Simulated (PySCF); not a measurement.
Unknown compound

Molecular formula: C6H5NO. Simulated spectra:

$^{1}$H NMR (400 MHz, computed): δ 10.30 (s, 1H), 9.34 (d, 2H), 7.85 (d, 2H).

$^{13}$C{$^{1}$H} NMR (computed): δ 197.4, 157.4, 145.6, 128.0.

Equivalent nuclei averaged, a single conformation, isolated molecule, relativity neglected. σ from GIAO-PBE0/pcSseg-1; coordinates at the GFN2-xTB level; PySCF 2.14.0 with density-fitted response routines.

References, each an isolated molecule treated in the same way: $^{1}$H (σref 31.72) and $^{13}$C (σref 186.93) against TMS.

Propose a structure and justify it.

## Answers


1. Rings plus π bonds: 5 (1 ring in the answer).
2. 4 carbon signals for 6 carbons: some carbons are equivalent by symmetry or fast rotation.
3. Carbon types of the structure: 1 × C, 5 × CH, which accounts for all hydrogens.
4. δC 197.4: aldehyde carbonyl carbon; low-lying n→π* states of the double bond to the heteroatom give a large paramagnetic term (-253 ppm).
5. δC 157.4: aromatic CH next to a ring nitrogen; the adjacent pyridine-type nitrogen withdraws density from it.
6. δC 145.6: substituted aromatic carbon.
7. δC 128.0: aromatic CH; the aromatic region.
8. δH 10.30: hydrogen on an aldehyde carbonyl carbon; the formyl region, downfield of aromatic protons.
9. δH 9.34: hydrogen on an aromatic CH next to a ring nitrogen; ring current plus the neighbouring ring nitrogen.
10. δH 7.85: hydrogen on an aromatic CH; ring current plus the deshielding of an ortho carbonyl group.

These data were computed for `c1c(C=O)ccnc1`.

This is the structure that produced the data.

Shifts are as computed. Against solution values, carbons near 30 ppm lie about +3 ppm off and those near 130 ppm about +5 ppm. Of 246 compounds with measured shifts, 49 miss one by over three times the rms of a fit or turn the order of signals round; such compounds aren't used in these exercises. No couplings were computed; multiplicities are counted from neighbouring protons, with m where these are inequivalent, close in shift, in a saturated or five-membered ring or joined by F or P, and br s for small geminal =CH2 splittings.
